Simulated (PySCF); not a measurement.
Predicted microwave data (PySCF, PBE0-D3(BJ)/def2-SVP geometry optimisation, gas phase) for one isomer of C10H12O:

- Rotational constants: A = 2859, B = 539.6, C = 511.2 MHz
- Dipole components: |μa| = 3.48 D, |μb| = 1.08 D, |μc| = 0.73 D
- Inertial defect: -124.78 u·Å²
- κ: -0.98

Task: Which candidate fits, each taken in the one conformer that was computed?
A. `[CH3:1][CH2:2][CH2:3][C:4](=[O:5])[c:6]1[cH:7][cH:8][cH:9][cH:10][cH:11]1` with C1–C2–C3–C4 180°, C2–C3–C4–O5 0°, C3–C4–C6–C7 -179°
B. `[CH3:1][CH2:2][CH2:3][c:4]1[cH:5][cH:6][c:7]([CH:8]=[O:9])[cH:10][cH:11]1` with C1–C2–C3–C4 -64°, C2–C3–C4–C5 99°, C6–C7–C8–O9 179°
C. `[CH3:1][CH2:2][c:3]1[cH:4][c:5]([CH3:6])[cH:7][cH:8][c:9]1[CH:10]=[O:11]` with C1–C2–C3–C4 97°, C8–C9–C10–O11 -177°

Result: B. It is CCCc1ccc(C=O)cc1, a near-prolate asymmetric top, point group C1. The candidates at the same level (rigid rotor, commonest isotopes):

```
          SMILES  A (MHz)  B (MHz)  C (MHz)  μa (D)  μb (D)  μc (D)  Δ (u·Å²)  point group                        rotor
CCc1cc(C)ccc1C=O     1887    816.6    600.6    3.39    0.16    0.25    -45.21           C1               asymmetric top
CCCc1ccc(C=O)cc1     2859    539.6    511.2    3.48    1.08    0.73   -124.78           C1  near-prolate asymmetric top
CCCC(=O)c1ccccc1     2903    547.1    464.3    1.08    2.50    0.00     -9.38           Cs  near-prolate asymmetric top
```

`CCCC(=O)c1ccccc1` has C 9 % too low; `CCc1cc(C)ccc1C=O` has B 51 % too high. No structure here is proved a minimum.
